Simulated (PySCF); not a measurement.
NSi, SMILES [Si]#N, multiplicity 2.

Geometry optimised at PBE0-D3(BJ)/def2-TZVPD.

These are PBE0-D3(BJ)/def2-TZVPD (PySCF) values and carry that method's errors.

Frequencies are harmonic and unscaled.

Question: Give all harmonic wavenumbers and intensities. (Estimate from the structure and the level; the computed values follow.)

Answer: 
| mode | ν (cm⁻¹) | IR (km/mol) | moving atoms (share of kinetic energy) |
|---|---|---|---|
| 1 | 1197 | 27.2 | N 67 %, Si 33 % |
